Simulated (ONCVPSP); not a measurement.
# Pt (Z = 78): excitation energies, all-electron against ONCV

| Property | Result |
| --- | --- |
| Element | platinum |
| Generator | ONCVPSP 4.0.1 |
| Type | optimised norm-conserving Vanderbilt (ONCV) |
| Functional | PBEsol |
| Relativity | scalar-relativistic |
| Frozen core | [Kr] 4d10 4f14 |
| Valence charge | 18 |
| Reference configuration | 5s2 5p6 5d9 6s1 |
| Partial waves | 5s+6s: rc 1.35 bohr, ncon 4, nbas 7, qcut 6.8 1/bohr, 2 projectors; 5p: rc 1.15 bohr, ncon 4, nbas 9, qcut 5.7 1/bohr, 2 projectors, debl 0.6 Ha; 5d: rc 1.65 bohr, ncon 4, nbas 8, qcut 5.1 1/bohr, 2 projectors, debl 3.7 Ha |
| Local potential | polynomial inside 1.15 bohr (lpopt 5, dvloc0 0 Ha) |
| Core correction | polynomial model core, fcfact 0.35 |

In the p channel the program set the typed energies aside and used -2.059, 0.250 Ha.

Energies are relative to the spin-unpolarised reference configuration 5s2 5p6 5d9 6s1; without spin polarisation the order of configurations can differ from experiment.

(1) Give the all-electron excitation energy and the error of the potential for: 5s2 5p6 5d9 6s0; 5s2 5p6 5d8 6s0; 5s2 5p6 5d7 6s0; 5s2 5p5 5d9 6s1.

Levels in the configuration 5s2 5p6 5d9 6s0:

```
level  all-electron (eV)  pseudo (eV)
   5s           -110.117     -110.155
   5p            -64.329      -64.344
   5d            -14.333      -14.333
```

Answers

(1)

```
valence configuration  charge  ΔE all-electron (eV)  error AE − PS (meV)
      5s2 5p6 5d9 6s0      +1                 9.226                 -4.5
      5s2 5p6 5d8 6s0      +2                29.223                 -6.9
      5s2 5p6 5d7 6s0      +3                61.471                  -15
      5s2 5p5 5d9 6s1      +1                62.183                 -140
```
